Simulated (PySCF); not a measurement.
Input file for PySCF: R-M06-2X/def2-TZVPP on C2H6Si (SMILES C[Si]C), a point of a torsion scan.

```python
from pyscf import gto, dft

mol = gto.M(
    atom='''
    C     1.44990325   -0.04471900    0.06957247
    Si    0.15906679    0.42700810   -1.28019068
    C    -1.29466629   -0.70133343   -0.71274927
    H     1.93087080   -0.99038113   -0.18183537
    H     2.23948497    0.70058747    0.14744501
    H     1.00428823   -0.15632935    1.05882749
    H    -0.97410635   -1.73212580   -0.55665517
    H    -2.10256573   -0.71769870   -1.44194936
    H    -1.71742092   -0.34512340    0.22725511
    ''',
    basis='def2-tzvpp',
    charge=0, spin=0, verbose=4, max_memory=1800)
mf = dft.RKS(mol, xc='m062x').density_fit(auxbasis='def2-universal-jkfit')
mf.grids.level = 4
mf.conv_tol = 1e-9
mf.max_cycle = 150
mf.kernel()
mf.dip_moment()
```

Task: Predict the final total energy.

Result: -369.2401 hartree.
